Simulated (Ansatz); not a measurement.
`OB[SiH]1C[SiH2]1` + `NCCO` → `OBCCO` + `N[SiH]1C[SiH2]1`  (formal exchange of groups at a B–Si bond)

Isolated molecules relaxed with PBE0-D4/def2-TZVP in Ansatz; ΔE leaves out vibrations. CCSD(T)/CBS is the MP2 limit (def2-TZVPP, def2-QZVPP) plus CCSD(T) − MP2 in def2-TZVPP, frozen cores. This one scheme is used for every species. DFT in def2-TZVPP. B3LYP here is the variant with VWN-RPA as its local correlation; programs differ in this. Each species was taken in one conformer, which may not be the lowest.

```csv
level,ΔE (kcal/mol),difference from CCSD(T)/CBS
PBE-D4,-25.0,3.5
r2SCAN-D4,-28.0,0.5
PBE0-D4,-26.7,1.8
B3LYP-D4,-28.1,0.4
ωB97X-V,-28.3,0.2
ωB97M-V,-29.8,-1.3
B2PLYP,-29.0,-0.5
PBE,-25.2,3.3
r2SCAN,-28.0,0.5
PBE0,-26.9,1.6
B3LYP,-28.5,0.0
HF/def2-TZVPP,-31.3,-2.8
MP2/def2-TZVPP,-29.8,-1.3
SCS-MP2/def2-TZVPP,-29.4,-0.9
CCSD/def2-TZVPP,-28.6,-0.1
CCSD(T)/def2-TZVPP,-27.8,0.7
HF/def2-QZVPP,-31.6,-3.1
MP2/def2-QZVPP,-30.3,-1.8
SCS-MP2/def2-QZVPP,-29.9,-1.4
HF/CBS(def2),-31.6,-3.1
MP2/CBS(def2),-30.5,-2.0
CCSD/CBS(def2),-29.3,-0.8
CCSD(T)/CBS,-28.5,0
```

Largest T1 diagnostic among the species: 0.015.

From PBE to PBE0 (25 % exact exchange), in def2-TZVPP and without D4, ΔE moves by −1.7 kcal/mol. In def2-TZVPP, CCSD(T) changes the Hartree–Fock value by +3.5 kcal/mol (the triples alone add +0.8 kcal/mol) and MP2 by +1.6 kcal/mol.
